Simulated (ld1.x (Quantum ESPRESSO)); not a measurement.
**Transferability test, TM semilocal potential for oxygen (O)**

oxygen, norm-conserving Troullier–Martins (semilocal form), made with ld1.x (Quantum ESPRESSO) 7.5 (PBE, non-relativistic). Core [He], reference 2s2 2p2 (charge +2). Waves: 2s (bound): rc 0.75 bohr; 2p (bound): rc 1.05 bohr. Local part: the p channel. Core correction: none.

Energies are relative to the spin-unpolarised reference configuration 2s2 2p2; without spin polarisation the order of configurations can differ from experiment.

Problem. Give the all-electron excitation energy and the error of the potential for: 2s2 2p4; 2s2 2p3; 2s2 2p1; 2s1 2p5; 2s2 2p0; 2s2 2p3.5; 2s2 2p4.3.

Solution.

```csv
valence configuration,charge,ΔE all-electron (eV),error AE − PS (meV)
2s2 2p4,0,-50.033,+22
2s2 2p3,+1,-33.594,+15
2s2 2p1,+3,53.872,+66
2s1 2p5,0,-35.136,+67
2s2 2p0,+4,130.774,+507
2s2 2p3.5,+0.5,-43.743,+21
2s2 2p4.3,-0.3,-52.157,+21
```

Levels in the configuration 2s2 2p1:

| level | all-electron (eV) | pseudo (eV) |
| --- | --- | --- |
| 2s | -79.417 | -79.363 |
| 2p | -64.956 | -64.781 |
